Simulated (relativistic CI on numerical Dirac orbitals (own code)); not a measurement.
Computed by Dirac-Coulomb-Breit CI, orbitals from a KLI potential per configuration, model QED, unscaled Slater integrals (own radial code, finite nucleus).

The strongest absorption lines from the ground level of an ion, among the configurations computed and to levels below about 2450 eV (vacuum wavelength in nm, gf): 0.68903 (0.72), 0.73733 (1.7), 0.74340 (0.021), 0.77112 (0.11), 0.83698 (0.27), 3.5450 (0.9), 4.9627 (0.41), 6.6182 (0.002).

**Question.** Which ion is it?
A. Gd XLVII
B. Nd XLV
C. Ba XXXIX
D. Nd XLIII

**Answer.** D. Nd XLIII has 18 electrons and the ground level 3s2 3p6 1S_0; the strongest line goes to 3s2 3p5 4d 1P°_1. The pattern of lines fixes the number of electrons, and along that sequence the line energies rise steadily with the charge (about as its square where n changes within one kind of shell, about linearly where n is kept but much faster in heavy ions where fine structure, which grows about as Z⁴, sets the gap, and irregularly where shells cross), which fixes Z. Configurations outside the model, such as inner-shell arrays, can give stronger lines. At this charge energies of transitions that change n are usually good to better than 1 %, and those within a shell (Δn = 0) to a few per cent.

LS names give the leading component of a level, which can be under half, so a name can repeat, a term be missing and a line seem to break the LS rules.
